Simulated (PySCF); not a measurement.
Dipole response of N (nitrogen, neutral)

[He] 2s2 2p3, high-spin 4S determinant. Calculation: PySCF 2.14, in aug-cc-pVDZ-DK (4s3p2d, 23 functions); scalar relativity by spin-free X2C-1e. Coupled (time-dependent) response in atomic units; α is the mean over directions. A double-zeta set is small for polarisabilities.

| method | mean α (bohr³) | C₆ (like pair) | S(−4) |
| --- | --- | --- | --- |
| UHF | 6.800 | 22.16 | 25.26 |
| PBE | 7.411 | 25.07 | 30.62 |
| PBE0 | 7.109 | 23.83 | 26.73 |
| BLYP | 7.331 | 24.63 | 29.95 |
| wB97X | 7.139 | 24.07 | 26.30 |

S(−4) is the Cauchy moment in α(ω) = α(0) + S(−4) ω² + …

Reference α: 7.4 ± 0.2 bohr³ (recommended; Schwerdtfeger and Nagle, table of static dipole polarizabilities (2023 update)). Published C₆: 24.20 (Chu and Dalgarno (2004); Tang, Norbeck and Certain (1976)).

α(iu) at BLYP:

| u (hartree) | α(iu) (bohr³) |
| --- | --- |
| 0 | 7.331 |
| 0.0500 | 7.257 |
| 0.100 | 7.050 |
| 0.200 | 6.381 |
| 0.300 | 5.607 |
| 0.500 | 4.243 |
| 0.750 | 3.030 |
| 1.00 | 2.222 |
| 1.50 | 1.303 |
| 2.00 | 0.8427 |
| 3.00 | 0.4294 |
| 5.00 | 0.1710 |
